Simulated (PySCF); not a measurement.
# Working out the ionisation energy of O+

O+ [He] 2s2 2p3 (4S) → O(2+) [He] 2s2 2p2 (3P). All numbers are calculated (PySCF 2.14, no relativity, point nucleus, in aug-cc-pVDZ (4s3p2d, 23 functions)). Frozen: 1s2. Energies in hartree (1 hartree = 27.21139 eV):

```tsv
part	O+ (lower)	O(2+) (upper)
UHF	-74.353498	-73.083444
MP2 opposite-spin	-0.052201	-0.048392
MP2 same-spin	-0.020027	-0.007939
```

What does Hartree-Fock give?

(-73.083444) − (-74.353498) = 1.270054 hartree = 34.560 eV.

What do MP2 and SCS-MP2 (6/5 opposite-spin, 1/3 same-spin) give?

The opposite-spin parts differ by 0.104 eV and the same-spin parts by 0.329 eV. MP2: 34.560 + (0.104) + (0.329) = 34.993 eV. SCS-MP2: 34.560 + 1.2 × (0.104) + (0.329)/3 = 34.794 eV.

A first-order spin-orbit estimate adds -0.025 eV to MP2 (valence), giving 34.968 eV against 35.121 eV (measured; NIST Atomic Spectra Database, ionization energies).

A double-zeta basis recovers only part of the correlation energy.

What remains against the reference includes basis incompleteness, the frozen core and correlation beyond second order.
